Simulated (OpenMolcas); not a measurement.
Pt4+ (d6) among equal point charges was computed by CASSCF with the d shell active (OpenMolcas, ANO-RCC-VDZP on the metal). Its lowest spin-free states, and all those of the highest spin:

```csv
2S+1,Degeneracy,E (cm-1)
5,2,0.0
5,3,3260
3,3,18051
3,2,19581
3,3,20977
3,3,21031
3,1,22658
3,3,23148
3,1,23884
3,3,24167
3,2,25326
3,3,25628
```

Problem. Is the site octahedral, tetrahedral or cube-like, axial, or of lower symmetry?

Solution. The states with 2S+1 = 5 have orbital degeneracies 2, 3. Threefold states need a cubic site. For d6 at this spin an octahedron puts the threefold T2 below the twofold E and a tetrahedron or cube puts the twofold E below the threefold T2, so the site is a tetrahedron or a cube, which this pattern cannot tell apart. The first gap at this spin, 3260 cm-1, is |10Dq| in ligand-field theory. The run had Pt4+ among 8 point charges of -0.65 e arranged as a cube (Oh), 1.95 Å from the ion.

Spin-orbit coupling mixes the spin-free states strongly: the lowest level takes only 59 % from its leading state, 5E. An orbital doublet at a regular site is open to a Jahn-Teller distortion, which this geometry leaves out. Without dynamic correlation the repulsion within the d shell is too large (B by tens of per cent), so at a given field states of lower spin stand too high. Point charges give a weaker field than real ligands, and real ions of this kind are as a rule low spin; the high spin found here belongs to the model. The ground term spreads over less than 5000 cm-1, several times less than with real ligands, so orbital moments are less quenched and χT lies further from the spin-only value than at real sites. Point charges carry no covalency, so the field is a model and not that of real ligands. No measured value stands beside these numbers.
